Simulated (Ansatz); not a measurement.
Calculation: frozen-core CCSD(T)/cc-pVDZ // B3LYP-D3(BJ)/def2-SVP (Ansatz, a first-principles code). The restricted HF reference is unstable towards unrestricted orbitals.

Ansatz 0.2 input:
```yaml
crystal:
  periodic: [false, false, false]
  atoms:
    - { symbol: N, position_ang: [-4.772392, 0.237782, 0.090063] }
    - { symbol: C, position_ang: [-3.613025, 0.179963, 0.068144] }
    - { symbol: C, position_ang: [-2.172838, 0.108236, 0.040941] }
    - { symbol: C, position_ang: [-1.637053, -1.065017, -0.527101] }
    - { symbol: C, position_ang: [-0.297435, -1.421766, -0.693486] }
    - { symbol: C, position_ang: [0.853498, -0.719279, -0.34545] }
    - { symbol: C, position_ang: [2.177983, -1.146645, -0.54633] }
    - { symbol: C, position_ang: [3.046078, -0.151715, -0.057475] }
    - { symbol: C, position_ang: [2.300112, 0.923601, 0.461846] }
    - { symbol: C, position_ang: [0.933113, 0.630298, 0.311724] }
    - { symbol: C, position_ang: [-0.12844, 1.442973, 0.701508] }
    - { symbol: C, position_ang: [-1.502172, 1.221371, 0.586288] }
    - { symbol: H, position_ang: [-2.373164, -1.788968, -0.883306] }
    - { symbol: H, position_ang: [-0.126871, -2.394778, -1.166054] }
    - { symbol: H, position_ang: [2.469373, -2.091153, -1.004392] }
    - { symbol: H, position_ang: [4.135559, -0.205981, -0.078021] }
    - { symbol: H, position_ang: [2.700911, 1.833603, 0.906912] }
    - { symbol: H, position_ang: [0.155577, 2.393312, 1.165572] }
    - { symbol: H, position_ang: [-2.148814, 2.014166, 0.968618] }
basis:
  gaussian: { orbitals: cc-pVDZ }
correlation:
  method: ccsd_t
```

Output:

```
Functional definition: HF
1895 factors; integrals over basis functions are off by at most 1.1e-3 eV
mean field evaluation 1: about -12919.8066 eV, gradient 4.5e1 eV
mean field evaluation 2: about -12920.4237 eV, gradient 4.5e1 eV
mean field evaluation 4: about -12926.4120 eV, gradient 1.0e1 eV
mean field evaluation 8: about -12926.7162 eV, gradient 4.2e-1 eV
mean field evaluation 16: about -12919.8045 eV, gradient 4.5e1 eV
mean field -12926.71694661 eV, -475.0480857443 hartree, gradient 1.4e-6 eV, S^2 0.000000; 0 other end points of the search recorded, 0 dependent functions left out; unrestricted orbitals would lower it
mean field evaluation 32: about -12927.6967 eV, gradient 7.1e-1 eV
mean field evaluation 64: about -12927.5283 eV, gradient 1.4e0 eV
mean field evaluation 96: about -12926.7169 eV, gradient 9.9e-3 eV
unrestricted determinant -12927.72036624 eV, -475.0849607358 hartree, S^2 1.6787
12 core orbitals not correlated
reference -12926.71694661 eV, -475.0480857443 hartree; 28, 28 occupied and 163, 163 virtual orbitals, 1895 factors
second order -43.10326208 eV of doubles, -0.00000000 eV of singles
cycle   1  -42.30590227 eV  change    8.0e-1 eV  update   2.0e-1
cycle   2  -43.66040057 eV  change    -1.4e0 eV  update   7.6e-2
cycle   3  -44.03135106 eV  change   -3.7e-1 eV  update   3.2e-2
cycle   4  -44.08176818 eV  change   -5.0e-2 eV  update   1.3e-2
cycle   5  -44.08258718 eV  change   -8.2e-4 eV  update   5.6e-3
cycle   6  -44.08687838 eV  change   -4.3e-3 eV  update   2.1e-3
cycle   7  -44.08691198 eV  change   -3.4e-5 eV  update   7.6e-4
cycle   8  -44.08668490 eV  change    2.3e-4 eV  update   3.7e-4
cycle   9  -44.08670244 eV  change   -1.8e-5 eV  update   1.4e-4
cycle  10  -44.08677192 eV  change   -6.9e-5 eV  update   7.2e-5
cycle  11  -44.08662919 eV  change    1.4e-4 eV  update   3.3e-5
cycle  12  -44.08665156 eV  change   -2.2e-5 eV  update   1.2e-5
perturbative correction -2.25868619 eV, -0.0830051864 hartree
Total energy: -12973.06228435 eV, -476.7512454925 hartree
```

Cost: roughly 13 core-minutes.
